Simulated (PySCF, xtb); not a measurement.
B(Br)(Me)(OH) (CH4BBrO), SMILES CB(O)Br. Other conformers were not sampled.

Harmonic wavenumbers (cm⁻¹) from GFN2-xTB (xtb 6.7.1) at its own minimum, in rising order: 86, 237, 307, 373, 495, 637, 853, 872, 889, 1041, 1341, 1394, 1479, 1479, 3003, 3019, 3052, 3574.

Problem. What does PBE0-D3(BJ)/def2-SVP (PySCF 2.14.0) give at its own minimum? (An estimate is asked for; the answer gives what the named calculation found.)

Solution. 82, 255, 328, 410, 531, 637, 848, 872, 940, 1154, 1308, 1404, 1429, 1467, 3062, 3151, 3178, 3886. Paired by order, the mean absolute difference is 57 cm⁻¹ and the zero-point energies are 34.5 and 35.7 kcal/mol.
